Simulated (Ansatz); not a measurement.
Consider the formal hydrolysis of the Si–F bond: `F[SiH]1CS1` + H₂O → `O[SiH]1CS1` + H–F.

Gas-phase electronic energies from Ansatz, PBE0-D4/def2-TZVP geometries. CCSD(T)/CBS is the MP2 limit (def2-TZVPP, def2-QZVPP) plus CCSD(T) − MP2 in def2-TZVPP, frozen cores. This one scheme is used for every species. Functionals use def2-TZVPP. B3LYP here is the variant with VWN-RPA as its local correlation; programs differ in this. HSE06 is defined as in plane-wave codes. One conformer a species, not always the lowest.

`F[SiH]1CS1`:

```xyz
7

F    -0.638   -0.184   -2.045
Si   -0.542    0.384   -0.564
C     0.691   -0.321    0.577
S    -1.081   -0.793    1.040
H    -0.885    1.813   -0.614
H     1.277   -1.181    0.268
H     1.177    0.283    1.338
```

H₂O:

Cartesian coordinates in Å:
```
O 0.239 -0.255 -0.172
H -0.716 -0.202 -0.255
H 0.477 0.456 0.427
```

`O[SiH]1CS1`:

```xyz
8

O     0.642   -0.640    1.706
Si   -0.377    0.048    0.633
C     0.114    0.479   -1.076
S    -1.078   -0.983   -1.026
H     1.180   -1.371    1.394
H    -1.268    0.925    1.408
H    -0.306    1.341   -1.587
H     1.093    0.200   -1.453
```

H–F:

```xyz
2

F    -0.061    0.024    0.455
H     0.061   -0.024   -0.455
```

**Question.** Is it downhill or uphill in electronic energy at CCSD(T)/CBS, and by how much? (Best estimate.)

**Answer.** The calculation gave: Uphill: ΔE = +0.32 eV.

**Question.** What do these levels give: LDA (SPW92), B3LYP-D4, r2SCAN0-D4, HSE06-D4, ωB97X-V, PBE, BLYP, PBE0, BHLYP, CCSD(T)/def2-TZVPP, HF/def2-QZVPP, MP2/CBS(def2)? (An estimate is asked.)

**Answer.** Computed: LDA (SPW92) 0.29, B3LYP-D4 0.34, r2SCAN0-D4 0.33, HSE06-D4 0.31, ωB97X-V 0.34, PBE 0.34, BLYP 0.39, PBE0 0.33, BHLYP 0.37, CCSD(T)/def2-TZVPP 0.31, HF/def2-QZVPP 0.39, MP2/CBS(def2) 0.30 eV.

**Question.** What do rigid-rotor, harmonic-oscillator terms from PBE0-D4/def2-TZVP frequencies (298.15 K, 1 bar) make of the CCSD(T)/CBS value? (Best estimate.)

**Answer.** The calculation gave: ΔZPE = -0.02 eV, ΔH = +0.31 eV, ΔS = -8 J/(mol·K), ΔG = +0.33 eV.

Largest T1 diagnostic among the species: 0.012.

Leaving LDA and LC-ωPBE aside and taking each functional with its dispersion term where it has one, the values, not all of them listed here, spread over 0.08 eV, from PBE-QIDH to B97M-V. LDA lies −0.05 eV from PBE without D4. The D4 term adds −0.03 eV with B3LYP and −0.02 eV with PBE0; it sums over pairs of atoms, weighted by their polarisabilities, and B3LYP, whose exchange is more repulsive, gets the larger term.
